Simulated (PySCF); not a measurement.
# Radial density of Mo⁺ (molybdenum, charge +1)

UHF, [Kr] 4d5, high-spin 6S determinant. Computed with PySCF 2.14 in def2-SVP with the def2 core potential (28 electrons) (5s3p2d1f, 31 functions), with a scalar-relativistic core potential. This is the valence pseudo-density: the core potential removes the inner electrons and smooths the orbitals near the nucleus.

```csv
r (bohr),4πr²ρ (e/bohr),4πr²(ρα − ρβ)
0.0355,1.378e-05,0.0000
0.0596,3.788e-05,0.0000
0.100,0.0001036,0.0000
0.169,0.0005280,0.0002
0.284,0.01767,0.0053
0.477,0.6845,0.1103
0.803,7.652,1.2173
1.35,9.406,3.0566
2.27,2.131,1.5778
3.82,0.2196,0.2156
6.43,0.003565,0.0036
```

Energies and moments cover only the electrons outside the core potential.
